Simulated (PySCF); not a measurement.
## The first ionisation energy along group 8

All values are computed (PySCF 2.14, energy differences of UHF-based or UKS calculations, no spin-orbit coupling). Values in eV. The last column holds reference values (NIST; (s) semi-empirical, (t) theoretical, else measured). Unmarked ones compare directly (S terms, centres of terms, or small fine structure); those marked * lie between the lowest fine-structure levels and include a spin-orbit shift.

```
                                                                                       element                         configurations    UHF    LDA   PBE0   PW91  MP2 (valence)  SCS-MP2 (valence)  reference
    Fe (aug-cc-pVTZ with one added diffuse shell each of s, p, d, f, g type, non-relativistic)            [Ar] 3d6 4s2 → [Ar] 3d6 4s1  6.363  8.034  7.542  7.772          7.467              7.657      7.904
Ru (aug-cc-pVTZ-PP with one added diffuse shell each of s, p, d, f, g type with ECP28MDF, ECP)                [Kr] 4d7 5s1 → [Kr] 4d7  6.292  8.118  7.518  7.897          7.185              6.913      7.365
Os (aug-cc-pVTZ-PP with one added diffuse shell each of s, p, d, f, g type with ECP60MDF, ECP)  [Xe] 4f14 5d6 6s2 → [Xe] 4f14 5d6 6s1  6.523  8.769  8.052  8.365          8.094              8.326      8.473
```

```csv
method,elements,mean error (eV),mean absolute error (eV),largest error (eV)
UHF,3,-1.521,1.521,-1.950
LDA,3,0.393,0.393,0.753
PBE0,3,-0.210,0.312,-0.421
PW91,3,0.097,0.257,0.532
MP2 (valence),3,-0.332,0.332,-0.437
SCS-MP2 (valence),3,-0.282,0.282,-0.452
```

Errors include the incompleteness of the basis and the frozen core.

"Valence" correlates the outer s and p shells and, in groups 3 to 12 and the f block, the outer d or f shell, open or full, or the next shell where the ion has no valence electron left; the wider scheme adds the next inner shell.
